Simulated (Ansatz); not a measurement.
`C[SiH2]N[SiH2]O` at its PBE0-D4/def2-TZVP geometry, where that method's forces vanish. The species carries charge 0 and has multiplicity 1.

```xyz
14

C     0.1106    2.1239   -0.9849
Si   -0.3157    0.3154   -1.1622
N    -0.6877   -0.4157    0.3624
Si    0.0052   -1.7992    1.1081
O     0.9057   -1.4637    2.4461
H     0.3293    2.5632   -1.9621
H     0.9837    2.2629   -0.3432
H    -0.7225    2.6826   -0.5499
H    -1.4643    0.2001   -2.1062
H     0.8347   -0.4439   -1.7183
H    -1.4335    0.0252    0.8853
H    -1.0475   -2.6973    1.6352
H     0.8291   -2.4522    0.0594
H     1.6728   -0.9013    2.3302
```

(1) What forces (eV/Å) does r2SCAN-D4/def2-TZVPP give on these atoms in the Gaussian-basis code of Ansatz? (Estimate.)

Answers

(1) Computed: 
```
C1  -0.004 -0.012 -0.013
Si2  0.002  0.008 -0.057
N3   0.016 -0.012 -0.020
Si4 -0.007 -0.073 -0.017
O5   0.000 -0.014  0.056
H6  -0.003  0.008  0.027
H7  -0.017  0.012 -0.013
H8   0.023  0.002 -0.008
H9   0.021  0.004  0.006
H10 -0.025  0.018  0.007
H11 -0.034  0.023  0.022
H12  0.026  0.014 -0.008
H13 -0.026  0.003  0.017
H14  0.028  0.018  0.001
```
